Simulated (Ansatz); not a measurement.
Reaction (redistribution): `S[SiH](Cl)[O][GaH2]` + `[SiH3][SiH3]` → `[SiH3][GaH2]` + `[SiH3]O[SiH](S)Cl`

Calculated with Ansatz (gas phase, PBE0-D4/def2-TZVP geometries, no zero-point term in ΔE). CBS: MP2 limit from def2 TZ/QZ plus the TZ coupled-cluster correction, frozen cores. DFT in def2-TZVPP. For Ga outer-core shells are correlated without core-valence functions, which leaves a few kJ/mol of doubt a bond. Scalar relativity is left out up to krypton. One conformer a species, not always the lowest.

`S[SiH](Cl)[O][GaH2]`:

Z-matrix (Å, degrees):
```
Si
Cl 1 2.057
O 1 1.609 2 111.3
S 1 2.131 2 103.8 3 -121.5
H 1 1.475 2 108.2 3 119.7
Ga 3 1.803 1 135.0 2 -52.8
H 4 1.345 1 92.8 2 -177.0
H 6 1.555 3 116.5 1 9.4
H 6 1.555 3 112.1 1 -171.1
```

`[SiH3][SiH3]`:

Z-matrix (Å, degrees):
```
Si
Si 1 2.338
H 1 1.488 2 110.3
H 1 1.488 2 110.3 3 120.0
H 1 1.488 2 110.3 3 -120.0
H 2 1.488 1 110.3 3 59.9
H 2 1.488 1 110.3 3 179.9
H 2 1.488 1 110.3 3 -60.1
```

`[SiH3][GaH2]`:

Cartesian coordinates in Å:
```
Si -0.947 0.235 0.347
Ga 1.274 -0.281 -0.447
H -1.654 1.170 -0.573
H -0.952 0.834 1.710
H -1.746 -1.024 0.403
H 1.527 -0.547 -1.977
H 2.497 -0.386 0.537
```

`[SiH3]O[SiH](S)Cl`:

Z-matrix (Å, degrees):
```
Si
O 1 1.645
H 1 1.486 2 109.9
H 1 1.483 2 109.4 3 -120.3
H 1 1.481 2 107.9 3 119.9
Si 2 1.617 1 144.8 3 28.8
Cl 6 2.052 2 107.9 1 60.1
S 6 2.121 2 113.2 1 -61.8
H 6 1.472 2 109.0 1 179.0
H 8 1.345 6 93.8 2 73.0
```

| level | ΔE (kcal/mol) |
| --- | --- |
| ωB97M-V | -5.6 |
| HF/def2-QZVPP | -7.5 |

Task: What does CCSD(T)/CBS give? (Estimate.)

Result: The calculation gave: -4.9 kcal/mol. The listed levels differ from it by -0.7, -2.6 kcal/mol.

Largest T1 diagnostic among the species: 0.013.

From PBE to PBE0 (25 % exact exchange), in def2-TZVPP and without D4, ΔE moves by −1.2 kcal/mol. In def2-TZVPP, CCSD(T) changes the Hartree–Fock value by +3.3 kcal/mol (the triples alone add +0.7 kcal/mol) and MP2 by +3.2 kcal/mol.
